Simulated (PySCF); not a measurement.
How methods differ on the excitation energy of Ne(2+)

Ne(2+) [He] 2s2 2p4 (3P) → Ne(2+) [He] 2s1 2p5 (3P), as a difference of total energies. All numbers are calculated (PySCF 2.14, no relativity, point nucleus, in dyall-av2z (11s7p2d, 42 functions)). Correlated levels: valence: 1s2 frozen; virtual orbitals above 40 to 60 times the deepest correlated orbital energy dropped. The calculations carry no spin-orbit coupling.

| method | excitation energy (eV) |
| --- | --- |
| UHF | 26.479 |
| LDA | 22.592 |
| PBE | 22.916 |
| PBE0 | 23.837 |
| r2SCAN | 23.902 |
| r2SCAN0 | 24.481 |
| wB97X | 23.693 |
| r2SCANh | 24.134 |
| wB97M-V | 24.156 |
| MP2 (valence) | 25.543 |
| SCS-MP2 (valence) | 25.441 |

Q: How much does correlation contribute at MP2 (valence)?

A: 25.543 − (26.479) = -0.936 eV, measured against UHF.
